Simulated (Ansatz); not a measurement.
Calculated with Ansatz (gas phase, PBE0-D4/def2-TZVP geometries, no zero-point term in ΔE). CBS: MP2 limit from def2 TZ/QZ plus the TZ coupled-cluster correction, frozen cores. This one scheme is used for every species, atoms too. Functionals use def2-TZVPP. Open shells (•) are unrestricted, without spin–orbit coupling. Spin–orbit coupling would lower the free atoms: a little for F, O; clearly for Ga. For Ga outer-core shells are correlated without core-valence functions, so the limit isn't a true one: a few kJ/mol of doubt a bond, and 10 to 20 or more in all where bonds break to atoms. Scalar relativity is left out up to krypton.

Reaction (atomization): `[F][Ga-]1([F])[OH+][Ga-]([F])([F])[OH+]1` → 4 F• + 2 Ga• + 2 H• + 2 O•

```csv
level,ΔE (kJ/mol)
PBE,3798.4
BHLYP,3494.2
```

(1) What does CCSD(T)/CBS give? (Estimate.)

Largest T1 diagnostic among the species: 0.013.

## Answers

(1) Ansatz gave: +3822.5 kJ/mol. The listed levels differ from it by -24.1, -328.3 kJ/mol.

From r2SCAN to r2SCAN0 (25 % exact exchange), in def2-TZVPP and without D4, ΔE moves by −131.5 kJ/mol: exact exchange takes away binding that semilocal exchange gives to molecules. At CCSD(T), def2-SVP lies −221.8 kJ/mol from the extrapolated value and def2-TZVPP −81.2 kJ/mol: correlation converges slowly with the basis, and small sets miss more of it in the bonded molecule than in its fragments.

For atomizations the MP2-based limit and the directly extrapolated one differ by several kJ/mol either way, and by 10 to 25 for some Ge, Se and Sn compounds, so smaller differences from it don't rank the levels.
